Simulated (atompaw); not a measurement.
tungsten (W): PAW (atompaw) pseudisation with PBE, scalar-relativistic reference atom.

* Element: W
* Generator: atompaw 4.2.0.5
* Type: PAW
* Functional: PBE
* Relativity: scalar-relativistic
* Frozen core: [Kr] 4d10
* Valence charge: 28
* Reference configuration: 4f14 5s2 5p6 5d4 6s2 6p0
* Partial waves: 5s (bound): rc 1.70 bohr; 6s (bound): rc 2.45 bohr; 5p (bound): rc 1.65 bohr; 6p (bound, empty): rc 2.45 bohr; 5d (bound): rc 2.45 bohr; 5d channel at 2.3 Ry: rc 2.45 bohr; 4f (bound): rc 0.75 bohr; 4f channel at 1.55 Ry: rc 0.75 bohr
* Local potential: bessel scheme, radius 2.40 bohr
* Core correction: smooth core density matched at 2.15 bohr
* Augmentation charge: besselshape compensation charge, radius 2.10 bohr; PAW radius 2.45 bohr; waves and projectors: custom polynom gramschmidtortho

Poles of the logarithmic derivatives, all-electron (AE) and pseudo (PS). s: poles at -5.8, 2.9 (AE) and -5.8, 2.9 (PS) Ry. p: poles at -3.0, 4.9 (AE) and -3.0, 4.8 (PS) Ry. d: poles at 0.5 (AE) and 0.5 (PS) Ry. f: poles at -2.4, 4.3 (AE) and -2.4, 4.5 (PS) Ry. Test radius 2.47 bohr.

- Cutoffs needed: over 300 Ry and over 300 Ry (the cutoffs (Ry, on a coarse ladder) from which the occupation-weighted sum of valence levels, in a spherical-Bessel basis at the reference potential, stays within 10 and 1 mRy of its value at 400 Ry)
- Ghost test: no extra level below or beside the all-electron valence levels (s, p, d, f tested) (spherical-Bessel basis up to 400 Ry, 20 bohr box)
- Lowest eigenvalue of the overlap operator: 0.47 (s channel)
- Overlap eigenvalues printed by atompaw (projector basis): 0.344, 0.555, 0.903, 1.61, 8.84, 13.3, 22.5, 1.29e+03
- Share of each valence orbital outside the PAW sphere: 5s 0 %, 6s 72 %, 5p 1 %, 6p 93 %, 5d 27 %, 4f 0 %
